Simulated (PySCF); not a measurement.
FH6NOSi2, SMILES F[Si@@](O)([SiH3])N. Heavy atoms are numbered as in [NH2:1][Si@@:2]([OH:3])([F:4])[SiH3:5]. Hydrogens are named by the atom that carries them.

Geometry: PBE-D3(BJ)/def2-SVP. The structure was generated by enumeration; whether it is a known compound was not checked. The values are those of a single conformer.

All values below come from PBE/def2-TZVP run with PySCF.

ESP charges are fitted to the potential on shells at 1.4 to 2.0 van der Waals radii. Atomic charges (e), one atom of each kind:

| atom | Löwdin | ESP fit | IAO |
|---|---|---|---|
| N1 (NH2) | -0.23 | -0.95 | ? |
| Si2 | -0.21 | 0.80 | 1.30 |
| O3 (OH) | -0.10 | -0.61 | ? |
| F4 | -0.02 | -0.33 | -0.53 |
| Si5 (SiH3) | 0.11 | -0.07 | ? |
| H on N1 | 0.17 | 0.40 | 0.28 |
| H on O3 | 0.18 | 0.40 | 0.37 |
| H on Si5 | -0.02 | 0.00 | ? |

### Question
Fill in the missing entries. (Estimate from the structure and the level; the computed values follow.)

### Answer

- N1 (NH2), IAO: -0.84
- O3 (OH), IAO: -0.77
- Si5 (SiH3), IAO: 0.17
- H on Si5, IAO: -0.08

Computed Mayer and Wiberg (Löwdin basis) orders of the bonds:
| bond | Mayer | Wiberg |
|---|---|---|
| N1–Si2 | 1.20 | 1.57 |
| Si2–O3 | 1.22 | 1.66 |
| Si2–F4 | 1.10 | 1.64 |
| Si2–Si5 | 0.91 | 1.07 |
